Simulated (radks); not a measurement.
The numbers below are computed, except where a source is named.
Numerical settings for neutral holmium, [Xe] 4f11 6s2. Level of theory: Dirac Kohn-Sham, LDA (Slater exchange, Perdew-Wang correlation), spin-unpolarised, spherical densities, point nucleus; open shells fill j = l - 1/2 first (a radial shooting solver on a logarithmic mesh with Libxc functionals). The defaults (mesh step 0.008 in ln r, mesh end at 40 bohr or more with all orbitals vanishing there, Anderson mixing 0.5 over 9 steps, residual threshold near 1e-9 with the energy settled to 1e-9 hartree or 1e-11 of itself, here a cap of 99 iterations) give E = -12620.4083 hartree and 4f7/2 at -2.842 eV in 18 iterations. Run on one thread of a shared host, so times are rough (Arm Neoverse V1): 0.22 s of CPU time, 0.22 s wall, 18 iterations on 2728 mesh points. Changes against that run (0 stands for a change within the tolerance of the run):

setting                    iterations         converged  E (mhartree)  e(4f7/2) (meV)  CPU (s)
mesh step in ln r 0.08              6                no      diverged               -     0.03
mesh step in ln r 0.05             18               yes        +0.141          -0.041     0.05
mesh step in ln r 0.2               4                no      diverged               -     0.01
mesh end (bohr) 400                18               yes             0               0     0.22
mesh end (bohr) 5                  16  level above zero          +270       +3.93e+03     0.16
residual threshold 1e-05           12               yes             0          +0.179     0.17
residual threshold 1e-13           26               yes             0               0     0.26
mixing 0.05                        68               yes             0               0     0.79
linear mixing, mixing 0.2          87               yes             0               0     0.71
linear mixing, mixing 1            99                no     +2.21e+05       -1.16e+06      4.6
mixing history 2                   31               yes             0               0     0.31
iteration cap 8                     8                no       +0.0209           -48.4     0.11

Settled on a wrong energy, with an occupied level pushed above zero by the early mesh end: mesh end (bohr) 5 (+0.27 hartree). Apart from these: no run marked as converged misses the energy by more than 1 mhartree. A mesh that ends early acts as a hard wall.
